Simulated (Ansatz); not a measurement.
Total energies of the cluster Li5H6 (the lowest doublet isomer of a short search) from Ansatz at r2SCAN-D4/def2-TZVP, gas phase (1 Eh = 27.2114 eV = 2625.5 kJ/mol). The reference geometry is relaxed at r2SCAN-D4/def2-TZVP.

```
atom    x (Å)    y (Å)    z (Å)
 Li1  -1.9931  -0.6294  -0.2694
 Li2   0.0561  -0.9637  -1.6297
 Li3   0.2243  -0.2815   0.8049
 Li4   2.0961   1.7423  -1.1821
 Li5  -0.7181   1.4615  -0.9458
  H6  -1.2383   0.7493   0.6642
  H7   1.0898  -0.0439   2.7168
  H8  -1.4188   0.0352  -1.8766
  H9   1.0375   0.3483  -0.7531
 H10  -0.5105  -1.7075  -0.0658
 H11   1.3750  -0.7107   2.5367
```

```json
{"state": "charge 0 doublet", "geometry": "reference", "energy (Eh)": "-41.17365"}
{"state": "charge 1 singlet", "geometry": "reference", "energy (Eh)": "-41.00699"}
{"state": "charge 0 quartet", "geometry": "relaxed at r2SCAN-D4/def2-TZVP", "energy (Eh)": "-41.07695"}
{"state": "free Li atom (doublet)", "geometry": "–", "energy (Eh)": "-7.47953"}
{"state": "free H atom (doublet)", "geometry": "–", "energy (Eh)": "-0.49993"}
```

Question: Work out the vertical ionisation energy to the singlet.

Answer: E(charge 1 singlet) − E(charge 0 doublet) = -41.00699 − (-41.17365) = 0.16666 Eh = 4.54 eV. For comparison, −ε of the highest occupied level of the spin that leaves is 2.51 eV at this level, 2.03 eV less.

Question: Which of the charge 0 states is lowest, and how far above it are the others?

Answer: The doublet. quartet: -41.07695 − (-41.17365) = 0.09670 Eh = 253.9 kJ/mol. The quartet differs in its bonds from the reference.

Question: What is the binding energy per atom against free atoms?

Answer: Atoms: 5 × (-7.47953) + 6 × (-0.49993) = -40.39723 Eh. Binding: -40.39723 − (-41.17365) = 0.77642 Eh = 21.13 eV, or 1.92 eV for each of 11 atoms (no zero-point energy, no counterpoise term).

The structure comes from a short search, and lower isomers may exist.
